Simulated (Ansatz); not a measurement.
**A barrier at the coupled-cluster level**

Start structure (BSiH6ClO2, singlet), relaxed at PBE0-D4/def2-TZVP:

| atom | x (Å) | y (Å) | z (Å) |
| --- | --- | --- | --- |
| B1 | -1.0764 | 1.6487 | 0.0062 |
| Cl2 | -1.9636 | 3.0902 | -0.5130 |
| O3 | -1.1137 | 0.5092 | -0.7343 |
| O4 | -0.3660 | 1.7123 | 1.1482 |
| H5 | 1.7855 | -0.6538 | -0.8587 |
| Si6 | 1.2146 | -1.6845 | 0.0406 |
| H7 | -1.6490 | 0.5835 | -1.5272 |
| H8 | 0.0780 | 0.8790 | 1.3439 |
| H9 | 2.2784 | -2.6411 | 0.4394 |
| H10 | 0.7038 | -1.0321 | 1.2791 |
| H11 | 0.1083 | -2.4112 | -0.6242 |

The step: BH₂ClO₂ ([OH][B]([OH])[Cl]) + SiH₄ → BSiH₅O₂ ([OH][B]([OH])[SiH3]) + HCl; bonds formed: B1–Si6, Cl2–H5; bonds broken: B1–Cl2, H5–Si6. Computed with Ansatz 0.2.0 (basis: def2-TZVPP and def2-QZVPP); correlated methods freeze the cores. Extrapolation: Hartree–Fock as exp(−7.88 √X), correlation as X^−2.97. Energies below are by CCSD(T) at an estimated basis limit (MP2 extrapolated from triple and quadruple zeta, plus CCSD(T) − MP2 in triple zeta).

(1) What are the electronic barrier and the energy of the step, from the start structure to the end structure? (Judge from chemistry; the value comes from the calculation.)

The T1 diagnostic stays at or below 0.014.

Answers

(1) The calculation gives: Barrier 2.456 eV; step energy 0.958 eV (uphill); reverse barrier, their difference, 1.498 eV. Barrier and step energy count from the start structure, the reverse barrier from the end structure.

The saddle point: One imaginary mode of 813i cm⁻¹.
| pair | start (Å) | saddle (Å) | end (Å) |
| --- | --- | --- | --- |
| B1–Si6 | 4.04 | 2.23 | 2.04 |
| Cl2–H5 | 5.31 | 1.66 | 1.30 |
| B1–Cl2 | 1.77 | 2.39 | 4.00 |
| H5–Si6 | 1.48 | 1.80 | 3.38 |

Zero-point energy (harmonic, PBE0-D4): ZPE is 1.847 eV at the start and 1.783 eV at the saddle, so the barrier goes from 2.456 to 2.391 eV.

Labels in which every atom is bracketed show which atoms are joined, not bond orders.

For scale, one of the runs: CCSD(T)/def2-TZVPP, 261 basis functions, launched by `ansatz run in.yaml --threads 8 --pin off --events-out ev --progress --plain --max-ram 19148MiB`. Time: 71 s of wall clock on 8 CPU threads of an Intel Xeon Platinum 8175M; the host was shared. Peak host memory: 6.2 GiB.
